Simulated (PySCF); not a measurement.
SiF2I2, SMILES I[Si](F)(I)F.

Geometry: B3LYP-D3(BJ)/def2-SVP. The def2 effective core potentials stand for the cores of I; spin–orbit coupling is left out.

Two levels are set side by side: TDA-PBE/def2-SVPD (PySCF) and TDA-CAM-B3LYP/def2-SVPD (PySCF). Vertical, same geometry. The lowest singlet is HOMO→LUMO 98 % with PBE and HOMO→LUMO 94 % with the other functional; states are paired by order. Differences are taken from unrounded values.

```
quantity                              TDA-PBE
------------------------------------  -------
lowest singlet excitation (eV)           4.38
lowest triplet excitation (TDA) (eV)     3.95
```

### Question
These are the TDA-PBE values. What does TDA-CAM-B3LYP give? (An estimate is asked for; the answer gives what the named calculation found.)

### Answer

| quantity | TDA-CAM-B3LYP | TDA-PBE minus TDA-CAM-B3LYP |
|---|---|---|
| lowest singlet excitation (eV) | 5.02 | -0.64 |
| lowest triplet excitation (TDA) (eV) | 4.47 | -0.53 |

A lower first singlet is the usual sign of a functional without exact exchange. Differences between two approximate levels are no errors against the true value.

Rough cost on one machine, each run with all the roots and properties that it gave: TDA-CAM-B3LYP against TDA-PBE about 4 times.
